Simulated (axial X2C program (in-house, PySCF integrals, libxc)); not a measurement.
CeCN⁺: the levels of the configuration f1 s0 d(πδ)1

Computed with an axial X2C code built on PySCF integrals: two-component X2C with atomic mean-field Coulomb and Gaunt terms, basis Ce dyall-v3z, C dyall-v3z, N dyall-v3z (cores contracted in-house). Orbitals come from Hartree–Fock averaged over the configuration Ce f1 s0 d(πδ)1; CI then distributes these electrons over the f, s, d(πδ) shells of Ce.

Ce–C–N held linear, bonds 2.428 and 1.160 Å (the second held) (near the minimum of the configuration average).

Active spinors (ω > 0):

| shell | ω | ε (eV) | character |
| --- | --- | --- | --- |
| f | 5/2 | 1.58 | 100% Ce f |
| f | 1/2 | 1.61 | 99% Ce f |
| f | 3/2 | 1.62 | 100% Ce f |
| f | 7/2 | 1.76 | 100% Ce f |
| f | 5/2 | 1.80 | 100% Ce f |
| f | 1/2 | 1.81 | 99% Ce f |
| f | 3/2 | 1.84 | 100% Ce f |
| s | 1/2 | -4.86 | 59% Ce s, 22% Ce d, 16% Ce p |
| d(πδ) | 1/2 | -4.79 | 76% Ce d, 16% Ce s |
| d(πδ) | 3/2 | -4.67 | 99% Ce d |
| d(πδ) | 5/2 | -4.59 | 100% Ce d |
| d(πδ) | 3/2 | -4.49 | 93% Ce d |

Lowest levels of this model:

```json
{"Ω": "4", "energy (cm⁻¹)": "0", "g∥": "6.80", "configuration": "100% f1 d(πδ)1"}
{"Ω": "0", "energy (cm⁻¹)": "1043", "g∥": "0.00", "configuration": "99% f1 d(πδ)1"}
{"Ω": "1", "energy (cm⁻¹)": "1213", "g∥": "1.60", "configuration": "99% f1 d(πδ)1"}
{"Ω": "4", "energy (cm⁻¹)": "1313", "g∥": "7.48", "configuration": "99% f1 d(πδ)1"}
{"Ω": "3", "energy (cm⁻¹)": "1443", "g∥": "4.61", "configuration": "100% f1 d(πδ)1"}
{"Ω": "2", "energy (cm⁻¹)": "1764", "g∥": "3.10", "configuration": "99% f1 d(πδ)1"}
{"Ω": "0", "energy (cm⁻¹)": "1808", "g∥": "0.00", "configuration": "100% f1 d(πδ)1"}
{"Ω": "5", "energy (cm⁻¹)": "1815", "g∥": "10.12", "configuration": "100% f1 d(πδ)1"}
{"Ω": "1", "energy (cm⁻¹)": "2044", "g∥": "2.51", "configuration": "100% f1 d(πδ)1"}
{"Ω": "2", "energy (cm⁻¹)": "2343", "g∥": "5.00", "configuration": "100% f1 d(πδ)1"}
{"Ω": "0", "energy (cm⁻¹)": "2398", "g∥": "0.00", "configuration": "100% f1 d(πδ)1"}
{"Ω": "3", "energy (cm⁻¹)": "2699", "g∥": "6.90", "configuration": "99% f1 d(πδ)1"}
{"Ω": "1", "energy (cm⁻¹)": "2738", "g∥": "1.51", "configuration": "100% f1 d(πδ)1"}
{"Ω": "4", "energy (cm⁻¹)": "2988", "g∥": "8.20", "configuration": "100% f1 d(πδ)1"}
{"Ω": "6", "energy (cm⁻¹)": "3372", "g∥": "14.00", "configuration": "100% f1 d(πδ)1"}
{"Ω": "2", "energy (cm⁻¹)": "3575", "g∥": "2.85", "configuration": "99% f1 d(πδ)1"}
{"Ω": "0", "energy (cm⁻¹)": "3811", "g∥": "0.00", "configuration": "100% f1 d(πδ)1"}
{"Ω": "2", "energy (cm⁻¹)": "3921", "g∥": "3.60", "configuration": "99% f1 d(πδ)1"}
{"Ω": "1", "energy (cm⁻¹)": "3932", "g∥": "2.24", "configuration": "100% f1 d(πδ)1"}
{"Ω": "3", "energy (cm⁻¹)": "4071", "g∥": "5.52", "configuration": "100% f1 d(πδ)1"}
{"Ω": "0", "energy (cm⁻¹)": "4289", "g∥": "0.00", "configuration": "99% f1 d(πδ)1"}
{"Ω": "1", "energy (cm⁻¹)": "4326", "g∥": "1.79", "configuration": "99% f1 d(πδ)1"}
{"Ω": "5", "energy (cm⁻¹)": "4400", "g∥": "11.88", "configuration": "100% f1 d(πδ)1"}
{"Ω": "2", "energy (cm⁻¹)": "4516", "g∥": "4.21", "configuration": "99% f1 d(πδ)1"}
{"Ω": "3", "energy (cm⁻¹)": "4570", "g∥": "5.75", "configuration": "99% f1 d(πδ)1"}
{"Ω": "4", "energy (cm⁻¹)": "4895", "g∥": "9.71", "configuration": "99% f1 d(πδ)1"}
{"Ω": "3", "energy (cm⁻¹)": "4978", "g∥": "6.14", "configuration": "99% f1 d(πδ)1"}
{"Ω": "0", "energy (cm⁻¹)": "5159", "g∥": "0.00", "configuration": "100% f1 d(πδ)1"}
{"Ω": "1", "energy (cm⁻¹)": "5202", "g∥": "1.92", "configuration": "99% f1 d(πδ)1"}
{"Ω": "2", "energy (cm⁻¹)": "5341", "g∥": "4.48", "configuration": "99% f1 d(πδ)1"}
```

g∥ is the magnitude of 2⟨Lz + ge Sz⟩ for the +Ω component.

Q: From Ω and g∥ of the lowest level, whose 2⟨Lz + ge Sz⟩ is positive, find ⟨Sz⟩ and ⟨Lz⟩ (ge = 2.0023).

A: Ω = ⟨Lz⟩ + ⟨Sz⟩ = 4 and ⟨Lz⟩ + ge⟨Sz⟩ = 3.400, so ⟨Sz⟩ = -0.60 and ⟨Lz⟩ = 4.60.

Occupations of the active spinors in the lowest level by ω, shell by shell in order of energy: -7/2: 0.00; -5/2: 0.00 0.00 0.00; -3/2: 0.00 0.00 0.00 0.00; -1/2: 0.00 0.00 0.00 0.00; 1/2: 0.00 0.00 0.00 0.04; 3/2: 0.03 0.00 0.90 0.02; 5/2: 0.91 0.01 0.04; 7/2: 0.04. The leading determinant has weight 0.90 among 16.

This point took 3.7 s on 1 thread of Intel(R) Xeon(R) 6975P-C (Granite Rapids) (shared host).

There is no dynamic correlation: spin–orbit spacings and, for f shells, spacings inside one term are the most reliable numbers, splittings between terms come out too wide, and energies between configurations are not reliable, so the lowest level need not be the ground state of the molecule. At most 6 roots were kept for each Ω > 0 (twice that for Ω = 0) within 2.2 eV of the lowest, so higher up levels can be missing between those listed; levels with Ω > 0 are doubly degenerate and listed once, Ω = 0 levels singly. Some active spinors are only partly of the character that their shell is named for, so the shell names and counts are nominal. States that fill the shells left empty in the average are placed too high. The molecule was held linear; bending was not examined.
